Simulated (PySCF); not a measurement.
**Radial density of Sb²⁺ (antimony, charge +2)**

UHF, [Kr] 4d10 5s2 5p1, 2P determinant. Calculation: PySCF 2.14, in x2c-QZVPPall with one added diffuse shell each of s, p, d, f type (14s10p8d5f1g, 128 functions); the spin-free X2C one-electron Hamiltonian (Gaussian nucleus).

```json
{"r (bohr)": "0.0296", "4πr²ρ (e/bohr)": "60.12", "4πr²(ρα − ρβ)": "0.0079"}
{"r (bohr)": "0.0499", "4πr²ρ (e/bohr)": "61.41", "4πr²(ρα − ρβ)": "0.0184"}
{"r (bohr)": "0.0839", "4πr²ρ (e/bohr)": "84.48", "4πr²(ρα − ρβ)": "0.0116"}
{"r (bohr)": "0.141", "4πr²ρ (e/bohr)": "63.20", "4πr²(ρα − ρβ)": "-0.0056"}
{"r (bohr)": "0.237", "4πr²ρ (e/bohr)": "69.22", "4πr²(ρα − ρβ)": "0.0348"}
{"r (bohr)": "0.399", "4πr²ρ (e/bohr)": "37.72", "4πr²(ρα − ρβ)": "0.0005"}
{"r (bohr)": "0.671", "4πr²ρ (e/bohr)": "24.13", "4πr²(ρα − ρβ)": "0.0823"}
{"r (bohr)": "1.13", "4πr²ρ (e/bohr)": "14.15", "4πr²(ρα − ρβ)": "-0.0082"}
{"r (bohr)": "1.90", "4πr²ρ (e/bohr)": "2.989", "4πr²(ρα − ρβ)": "0.4860"}
{"r (bohr)": "3.19", "4πr²ρ (e/bohr)": "0.6028", "4πr²(ρα − ρβ)": "0.2770"}
{"r (bohr)": "5.37", "4πr²ρ (e/bohr)": "0.01437", "4πr²(ρα − ρβ)": "0.0102"}
{"r (bohr)": "9.04", "4πr²ρ (e/bohr)": "1.277e-05", "4πr²(ρα − ρβ)": "0.0000"}
```

Densities and radii are taken from the X2C orbitals without a picture-change correction, which distorts them close to the nucleus.

(1) Where is the radial spin density 4πr²(ρα − ρβ) most negative, and why is it negative at all?

Answers

(1) Around r = 1.13 bohr, down to -0.0082 e/bohr: exchange with the open shell polarises the paired shells in an unrestricted calculation.
